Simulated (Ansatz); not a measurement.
# Molecular dynamics of BCl2F

input.yaml

```yaml
crystal:
  periodic: [false, false, false]
  atoms:
    - { symbol: B, position_ang: [0.0, 0.0, -0.036757] }
    - { symbol: F, position_ang: [0.0, 0.0, 1.277013] }
    - { symbol: Cl, position_ang: [1.528915, 0.0, -0.890128] }
    - { symbol: Cl, position_ang: [-1.528915, 0.0, -0.890128] }
basis:
  gaussian: { orbitals: def2-SVP }
hamiltonian:
  xc: b3lyp
  dispersion: d4
md:
  timestep: 2.0
  n_steps: 500
  ensemble: nvt_nose_hoover
  temperature: 300.0
  initial_velocities: maxwell_boltzmann
  seed: 522621
  nose_hoover: { tau: 20.0, chain_length: 3 }
```

Run as:

```bash
$ ansatz run input.yaml --threads 1 --pin off --max-ram 2048MiB --backend cpu --events-out ev --progress --plain --runs-dir out
```

It starts from a relaxed structure.

Output, in part (step lines, the closing report, with atoms numbered from 0):

```
md step     0: t =     0.00 fs  T =   300.0 K  F+E_penalty+E_count = -28432.82592931 eV  E_kin = 0.077556 eV  conserved = -28432.74837331 eV  (27 SCF iters)
[... lines left out ...]
Total energy: -28432.70351686 eV, -1044.8825818659 hartree
Atom 0 at    -0.010506    -0.111318    -0.021032 Å, force    -0.006746     1.233673    -0.628294 eV/Å
Atom 1 at     0.063310     0.024282     1.280889 Å, force    -0.561034    -0.458763     0.096986 eV/Å
Atom 2 at     1.529185     0.008796    -0.871928 Å, force    -0.203682    -0.379428    -0.139483 eV/Å
Atom 3 at    -1.559910     0.012135    -0.915200 Å, force     0.771462    -0.395483     0.670791 eV/Å
Dipole moment:    -0.014222    -0.060062    -0.028625 e Å
```

The steps, from the saved trajectory:

```csv
time (fs),T (K),potential energy less start (eV),conserved less start (meV/atom)
0.0,300,0.000,0.00
32.0,341,0.059,0.59
64.0,571,0.049,0.14
96.0,413,0.027,0.30
128.0,166,0.023,0.28
160.0,116,0.018,0.13
192.0,264,0.071,0.56
224.0,636,0.063,0.47
256.0,289,0.074,0.43
288.0,96,0.027,0.20
320.0,208,0.015,0.09
352.0,309,0.045,0.46
384.0,538,0.067,0.22
416.0,367,0.054,0.46
448.0,263,0.016,0.30
480.0,417,0.045,0.30
512.0,387,0.103,0.74
544.0,350,0.042,0.33
576.0,216,0.031,0.35
608.0,85,0.022,0.22
640.0,238,0.055,0.26
672.0,367,0.080,0.63
704.0,368,0.073,0.25
736.0,116,0.075,0.46
768.0,178,0.043,0.30
800.0,453,0.092,0.42
832.0,251,0.135,0.78
864.0,178,0.043,0.26
896.0,97,0.024,0.32
928.0,59,0.012,0.21
960.0,128,0.048,0.31
992.0,296,0.082,0.61
```

All steps were run. The conserved energy stayed within 1.1 meV per atom of its start (net change 0.44 meV per atom), so the integration is sound. The mean temperature of the second half is 23 % below the set value. A run of 1 ps of so small a system gives no equilibrium averages.

The same pairs are bonded in the first frame and the last. Pairs count as bonded within 1.25 times the sum of covalent radii (0.12 Å more for H–H).

Last frame:

```xyz
4
Properties=species:S:1:pos:R:3
B -0.011 -0.111 -0.021
F 0.063 0.024 1.281
Cl 1.529 0.009 -0.872
Cl -1.560 0.012 -0.915
```

Time of the run: 15 min on 1 thread of Arm Neoverse V1, on a shared host, peak memory 0.11 GiB.
